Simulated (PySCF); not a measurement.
F₆Mo, SMILES [F][Mo-]([F])([F])([F])([F])[F] (connectivity only; charge and spin as stated), charge -1, multiplicity 2. Geometry: PBE0-D3(BJ)/def2-SVPD. The multiplicity is an assumed one; other spin states were not compared. The def2 effective core potentials stand for the cores of Mo; spin–orbit coupling is left out.

Level of theory: PBE0-D3(BJ)/def2-SVPD in PySCF.

Harmonic wavenumbers (cm⁻¹): 83, 118, 140, 167, 252, 253, 265, 273, 284, 284, 572, 638, 646, 665, 676. Rotational constants (GHz): 1.906, 1.890, 1.827; symmetry number 4.

Task: Work out the zero-point energy and the ideal-gas rigid-rotor harmonic-oscillator thermochemistry at 298.15 K and 1 atm.

Result: ZPE = ½ Σ hcν = ½ × 5317 cm⁻¹ = 31.80 kJ/mol. H − E(el) = 58.03 kJ/mol. Entropy in J/(mol K): translation 175.43, rotation 106.80, vibration 99.62, spin 5.76, total 387.61. G − E(el) = -57.54 kJ/mol. Cp = 128.77 J/(mol K). Modes under 150 cm⁻¹ make the vibrational entropy uncertain.
